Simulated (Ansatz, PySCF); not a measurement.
TaOCl₂, SMILES [O]=[Ta]([Cl])[Cl] (connectivity only; charge and spin as stated), neutral, multiplicity 2. Atoms are numbered in the order given.

```xyz
4

Ta     0.0050    -0.1173     0.0000
O      0.0126    -1.8341     0.0000
Cl     0.0025     0.8354    -2.1148
Cl     0.0025     0.8354     2.1148
```
Charge 0, spin multiplicity 2.

Geometry optimised at B3LYP-D3(BJ)/def2-SVP. The spin state was assumed, not searched. The isomer is the one that the SMILES or the coordinates give; other isomers of the formula were not compared. The def2 effective core potentials stand for the cores of Ta; spin–orbit coupling is left out.

Two levels are set side by side: PBE-D3(BJ)/def2-SVP (Ansatz, a program for electronic structure) and B3LYP-D3(BJ)/def2-SVP (Ansatz). Each level has its own optimised geometry; the coordinates shown are those of the second. Frequencies come from the Hessian of PySCF at each geometry. Differences are taken from unrounded values.

```csv
quantity,B3LYP-D3(BJ)
mean bond length (Å),2.119
bond Ta1–O2 (Å),1.717
bond Ta1–Cl3 (Å),2.320
bond Ta1–Cl4 (Å),2.320
highest harmonic wavenumber (cm⁻¹),1007
mean harmonic wavenumber (cm⁻¹),359
zero-point energy (kcal/mol),3.08
```

Q: What does PBE-D3(BJ) give, and how far is it from B3LYP-D3(BJ)? (An estimate is asked for; the answer gives what the named calculation found.)

A: 
```csv
quantity,PBE-D3(BJ),PBE-D3(BJ) minus B3LYP-D3(BJ)
mean bond length (Å),2.119,0.000
bond Ta1–O2 (Å),1.724,0.008
bond Ta1–Cl3 (Å),2.316,-0.004
bond Ta1–Cl4 (Å),2.316,-0.004
highest harmonic wavenumber (cm⁻¹),977,-29
mean harmonic wavenumber (cm⁻¹),349,-10
zero-point energy (kcal/mol),2.99,-0.09
```
